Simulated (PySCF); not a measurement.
AlH3, SMILES [AlH3].

Geometry optimised at B3LYP-D3(BJ)/def2-TZVPD. The isomer is the one that the SMILES or the coordinates give; other isomers of the formula were not compared.

Computed with r2SCAN/def2-TZVPD run with PySCF.

The molecule is in vacuum.

Computed frontier levels, gap, dipole moment and polarisability:
```json
{
 "highest_occupied_level": "-7.62 eV",
 "lowest_empty_level": "-2.13 eV",
 "orbital_gap": "5.49 eV",
 "dipole_moment": "0.000 e·Å",
 "quadrupole, principal values (traceless, Buckingham form, about the centre of nuclear charge)": "-3.29, -3.29, 6.58 D·Å",
 "mean_static_polarisability": "32.6 bohr³ (4.83 Å³)",
 "polarisability_principal_values": "28.1, 34.9, 34.9 bohr³"
}
```
